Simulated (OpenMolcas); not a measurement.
Cu2+ (d9) on a cation site of an ionic host was computed by CASSCF with the d shell active (OpenMolcas, ANO-RCC-VTZP on the metal). Its lowest spin-free states, and all those of the highest spin:

```
2S+1  Degeneracy  E (cm-1)
   2           2       0.0
   2           3      6290
```

Problem. Is the site octahedral, tetrahedral or cube-like, axial, or of lower symmetry?

Solution. The states with 2S+1 = 2 have orbital degeneracies 2, 3. Threefold states need a cubic site. For d9 at this spin an octahedron puts the twofold E below the threefold T2 and a tetrahedron or cube puts the threefold T2 below the twofold E, so the site is octahedral. The first gap at this spin, 6290 cm-1, is |10Dq| in ligand-field theory. The run had Cu2+ with its 6 nearest fluoride ions at 2.031 Å, on the Li site of LiF (a = 4.028 Å, distance in the model lattice 2.014 Å). The rest of the host is ab initio model potentials to 7.6 Å and point charges beyond; the distance is set by hand and nothing relaxes, and no local charge compensation is placed. Ligand basis ANO-RCC-VDZP.

An orbital doublet at a regular site is open to a Jahn-Teller distortion, which this geometry leaves out. Ligand-to-metal charge-transfer states are missing. With metal d orbitals alone and no dynamic correlation 10Dq can be off by a tenth to a fifth, either way, in oxide and fluoride hosts. No measured value stands beside these numbers; the geometry was set by hand and not optimised.
